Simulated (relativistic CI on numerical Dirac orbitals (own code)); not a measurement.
# Pr⁷⁺: q coefficients and field-shift factors

Computed by Dirac-Coulomb-Breit CI, orbitals from a KLI potential per configuration, derivatives by finite differences, unscaled Slater integrals, QED left out (own radial code, finite nucleus).

CI space (outside the closed core [Kr] 4d10): 4f 5s2 5p3, 5s2 5p4, 4f2 5s2 5p2, 4f 5s 5p4, 4f 5s2 5p2 5d, 5s 5p5, 4f 5p5, 5p6. Double excitations out of closed p, d and f shells are left out; levels of such configurations are missing from the list, as are those of other unlisted configurations, and high levels can miss mixing partners.

With x = (α/α₀)² − 1 an excitation energy changes as ω = ω₀ + qx; K = 2q/ω₀ is the relative enhancement. Terms are leading LS components, so labels can repeat. The field-shift factor is F = δν/δ⟨r²⟩ for the transition from the lowest level.

Lowest level 5s2 5p4 3P_2.

```tsv
Level	ω₀ (cm⁻¹)	q (cm⁻¹)	F (GHz/fm²)
5s2 5p4 3P_0	15208.7	5330	-1.02
5s2 5p4 3P_1	28351.9	36050	-2.2
5s2 5p4 1D_2	32560.2	34960	-5.2
4f 5s2 5p3 5F_3	33800.7	33930	-7.35
4f 5s2 5p3 5F_4	35428.1	37310	-7.37
4f 5s2 5p3 5F_1	37615.8	42220	-7.54
4f 5s2 5p3 5F_5	39254.2	42190	-7.44
4f 5s2 5p3 5F_2	40117.6	43970	-5.53
4f 5s2 5p3 3F_3	40785.3	37680	-7.34
4f 5s2 5p3 3F_4	49786.8	37890	-7.47
4f 5s2 5p3 3F_2	52125.9	44580	-7.34
4f 5s2 5p3 3G_3	59559.1	62960	-8.72
4f 5s2 5p3 3G_4	61268.4	64330	-8.6
```

At this charge configurations can still be misplaced by up to about 7 % of their energy. Levels and lines within the n = 5 or 6 shells can be off by up to 10 % or somewhat more, and those that change n by about 2 %, since core polarisation is missing. Levels that differ in their count of f electrons can be misplaced by several ten thousand cm⁻¹, since the correlation energy of f electrons is missing or only estimated; rates across such gaps can be off by orders of magnitude.

(1) Which transition from the lowest level has the largest |K|?

Answers

(1) 5s2 5p4 3P_1 at 28351.9 cm⁻¹, K = 2.54.
